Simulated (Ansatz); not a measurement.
`C[CH]1[CH2][GeH2]1`, relaxed with RKS PBE-D4/def2-SVP in Ansatz 0.2.0 from a rough embedded geometry. The force threshold is 0.03 eV/Å; the program also tests the step.

The species carries charge 0 and has multiplicity 1.

Start:

```xyz
12

C     0.329    1.448    0.183
C     0.665    0.028   -0.177
C     0.099   -0.958    0.709
Ge   -0.903   -0.916   -0.946
H     0.562    2.100   -0.722
H    -0.655    1.647    0.532
H     1.061    1.806    1.000
H     1.651   -0.243   -0.550
H    -0.550   -0.525    1.587
H     0.663   -1.865    0.863
H    -2.298   -0.298   -0.758
H    -0.623   -2.223   -1.721
```

Question: How much energy does the relaxation release, and in how many steps? (An estimate is asked.)

Answer: Computed: 50.58 kJ/mol, in 5 steps.

Question: Which bonds change most? (Best estimate.)

Answer: Ansatz gave: C2–C3 from 1.442 to 1.533 Å; C3–H9 from 1.174 to 1.104 Å; C1–H6 from 1.063 to 1.110 Å; C1–H7 from 1.155 to 1.113 Å.

Question: Give the relaxed structure. (Best estimate.)

Answer: Ansatz gave: 
```xyz
12

C     0.406    1.511    0.166
C     0.573    0.045   -0.177
C     0.053   -1.009    0.809
Ge   -0.924   -1.017   -0.900
H     0.594    2.162   -0.712
H    -0.618    1.735    0.531
H     1.111    1.816    0.972
H     1.551   -0.202   -0.630
H    -0.487   -0.634    1.696
H     0.708   -1.867    1.035
H    -2.319   -0.371   -0.910
H    -0.647   -2.168   -1.879
```
